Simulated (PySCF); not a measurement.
Computed shifts of a molecule C₆H₁₂O₂, PySCF with PBE0/pcSseg-1, GIAO, gas phase, equivalent atoms averaged, in ppm (number of nuclei): ¹³C: 187.4 (1), 55.4 (1), 42.0 (1), 31.7 (2), 29.7 (1). ¹H: 3.92 (3), 1.48 (9). References: ¹³C against TMS (σ = 186.3 ppm); ¹⁷O against H2O (σ = 334.2 ppm); ¹H against TMS (σ = 31.56 ppm), references at their B3LYP-D3(BJ)/def2-TZVP geometries, non-relativistic. Geometry optimised at r2SCAN-D4/def2-SVP. One conformer was computed; it need not be the lowest.

Which molecule gave these data?
A) CC/C(=C/OC)OC
B) COC(=O)C(C)(C)C
C) CCCCOC(C)=O

B, COC(=O)C(C)(C)C
